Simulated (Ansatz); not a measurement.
BBr2H2N (`NB(Br)Br`), 6 atoms. Charge 0, multiplicity 1. Correlated methods include outer-core shells of Br, which these sets cover unevenly. Scalar relativity is left out up to krypton. All runs use 4 threads of an Intel Xeon Platinum 8259CL on a shared host. Correlated methods freeze the cores.

Question: How many basis functions does each run have, and how long does it take in Ansatz? RKS r2SCANh-D4/def2-TZVPP energy; RHF-CCSD(T)/def2-SVP energy; RKS ωB97M-V/def2-QZVPP energy; RKS BHLYP-D4/def2-TZVPP energy; RKS LC-ωPBE/def2-TZVPP energy; RKS PBE0-D4/def2-TZVP frequencies; RKS PBE0-D4/def2-TZVPP energy; RKS PBE0-D4/def2-SVP energy; RKS PBE0-D4/def2-TZVP relaxation (3 steps); RKS PBE0-D4/def2-QZVPP energy; RKS ωB97M-V/def2-SVP energy; RHF-MP2/def2-QZVPP energy. (Estimate.)

Answer: Ansatz gave: Other jobs shared the machine, so times are rough.

| level | job | functions | wall time | peak host memory (GiB) |
| --- | --- | --- | --- | --- |
| RKS PBE0-D4/def2-SVP | energy | 102 | 1.5 s | 0.24 |
| RKS LC-ωPBE/def2-TZVPP | energy | 186 | 3.1 s | 0.34 |
| RKS PBE0-D4/def2-TZVPP | energy | 186 | 3.4 s | 0.55 |
| RKS ωB97M-V/def2-SVP | energy | 102 | 3.5 s | 0.34 |
| RKS BHLYP-D4/def2-TZVPP | energy | 186 | 3.6 s | 0.58 |
| RKS r2SCANh-D4/def2-TZVPP | energy | 186 | 4.8 s | 0.55 |
| RHF-CCSD(T)/def2-SVP | energy | 102 | 7.5 s | 0.43 |
| RKS PBE0-D4/def2-QZVPP | energy | 352 | 9 s | 1.3 |
| RKS ωB97M-V/def2-QZVPP | energy | 352 | 18 s | 1.5 |
| RKS PBE0-D4/def2-TZVP | relaxation (3 steps) | 170 | 19 s | 0.5 |
| RHF-MP2/def2-QZVPP | energy | 352 | 19 s | 1.6 |
| RKS PBE0-D4/def2-TZVP | frequencies | 170 | 110 s | 0.52 |

LC-ωPBE has ω = 0.4 bohr⁻¹.
